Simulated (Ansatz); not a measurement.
(MoO3)3 (Mo₃O₉), relaxed as a singlet with RKS PBE-D4/def2-SVP in Ansatz, starting from the GFN2-xTB geometry. Force threshold 0.03 eV/Å.

In the def2 sets Mo takes a core potential; there is no spin–orbit coupling.

Start:

Cartesian coordinates in Å:
```
O -2.766 0.696 -1.322
Mo -1.260 1.154 -0.884
O -0.973 2.710 -1.293
O -0.034 0.073 -1.613
Mo 1.209 -1.079 -1.038
O 0.855 -2.596 -1.532
O 2.696 -0.625 -1.540
O 1.073 -0.951 0.742
Mo 0.057 -0.070 1.921
O 0.977 0.896 2.865
O -0.820 -1.116 2.821
O -1.013 0.907 0.871
```

| step | energy (eV) | largest force component (eV/Å) | SCF passes |
| --- | --- | --- | --- |
| 1 | -23974.7181 | 3.426 | 30 |
| 2 | -23976.6877 | 0.511 | 31 |
| 3 | -23976.7247 | 0.493 | 24 |
| 4 | -23976.7427 | 0.139 | 24 |
| 5 | -23976.7453 | 0.050 | 24 |
| 6 (rejected) | -23976.7452 | 0.070 | 25 |
| 7 | -23976.7454 | 0.005 | 26 |

Force components are those of the run's own axes.

End:

```xyz
12

O    -2.9065    0.8061   -1.4090
Mo   -1.3363    1.2230   -0.9368
O    -1.0855    2.8348   -1.3853
O    -0.0429    0.0712   -1.7170
Mo    1.2794   -1.1452   -1.1003
O     0.9784   -2.7185   -1.6444
O     2.8241   -0.7122   -1.6374
O     1.1351   -1.0212    0.7897
Mo    0.0598   -0.0746    2.0371
O     0.9977    0.8975    3.0558
O    -0.8265   -1.1281    3.0202
O    -1.0767    0.9672    0.9274
```

By distances, no bond broke or formed. The bond that changes most is Mo2–O12, from 1.79 to 1.90 Å (atoms count from 1).

No frequencies were taken in this run, so the end may be a saddle point.

It took 11 s on 2 threads of AMD EPYC 7R13 on a shared host and a share (18 GiB) of an NVIDIA H100 80GB HBM3, peak host memory 0.86 GiB.
